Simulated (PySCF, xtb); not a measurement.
C3H7O, SMILES CC(C)[O], multiplicity 2.

Harmonic wavenumbers (cm⁻¹) from GFN2-xTB run with xtb at its own minimum, in rising order: 154, 201, 345, 422, 464, 783, 820, 929, 950, 989, 1079, 1094, 1105, 1285, 1358, 1380, 1459, 1470, 1472, 1482, 2523, 3034, 3038, 3044, 3048, 3053, 3055.

Q: What does TPSSh-D3(BJ)/def2-SVP run with PySCF give at its own minimum? (Estimate from the structure and the level; the computed values follow.)

A: 199, 238, 348, 393, 445, 812, 882, 907, 988, 1039, 1101, 1148, 1196, 1246, 1372, 1397, 1470, 1477, 1485, 1494, 2842, 3033, 3039, 3122, 3126, 3141, 3142. Paired by order, the mean absolute difference is 47 cm⁻¹ and the zero-point energies are 57.2 and 58.7 kcal/mol.
